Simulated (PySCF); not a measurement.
# Bond energies at MP2/def2-SVP beside a composite method

PySCF, lowest determinants of a PBE0 search. The composite is CCSD(T) extrapolated to the basis-set limit from two correlation-consistent sets, with core-valence (CV) and scalar-relativistic (SR) terms as its label shows; it has no spin–orbit coupling and nothing beyond (T).

| species | state (unpaired electrons) | De MP2 (eV) | De composite (eV) | composite | dissociates to |
| --- | --- | --- | --- | --- | --- |
| SnH | doublet (π ↑) | 2.25 | 2.71 | CCSD(T)/CBS(DT) | Sn + H |
| AlCl⁺ | doublet (σ ↑) | 1.93 | 1.96 | CCSD(T)/CBS(TQ)+CV+SR | Al⁺ + Cl |
| N2 | singlet (closed shell) | 9.55 | 9.89 | CCSD(T)/CBS(TQ)+CV+SR | N + N |
| CSe | singlet (closed shell) | 6.02 | 6.27 | CCSD(T)/CBS(TQ)+CV | C + Se |
| GeTe | singlet (closed shell) | 4.11 | 4.34 | CCSD(T)/CBS(DT) | Ge + Te |
| BiF | triplet (π ↑↑) | 3.25 | 3.88 | CCSD(T)/CBS(DT) | Bi + F |
| CsH | singlet (closed shell) | 1.16 | 1.85 | CCSD(T)/CBS(TQ) | Cs + H |
| SiO | singlet (closed shell) | 7.89 | 8.31 | CCSD(T)/CBS(TQ)+CV+SR | Si + O |

**Question.** Does MP2 bind more or less than the composite, by how much on average, and where is the difference largest?

**Answer.** MP2/def2-SVP binds less on average, method and basis taken together: the mean signed difference is -0.38 eV and the mean absolute one 0.38 eV; it is largest for CsH (-0.69 eV).

The molecules are drawn from runs that passed checks on state, spin purity and fit, so the hardest cases are missing and the errors look smaller than over all diatomics.

Correlated steps freeze the inner cores (0 to 23 orbitals); shallow outer-core shells are correlated. UHF and ROHF references stand side by side, which adds small steps between rows. Correlated levels converge slowly with the basis: in double zeta they bind strong bonds too weakly, by up to about 1 eV, and carry superposition errors of some tenths. These are scalar-relativistic numbers at best; spin–orbit coupling would shift them, the dissociation energy most. For an ion De counts to the pair picked by the measured ionisation energies or electron affinities, which need not be the lowest pair at this level. Where the molecule has an RHF reference, its open-shell atoms are computed with UHF. The CCSD T1 diagnostic is raised in CSe, GeTe, SiO, a sign that a single reference may not be enough there. States were picked by a PBE0 search and need not be the measured ground states.
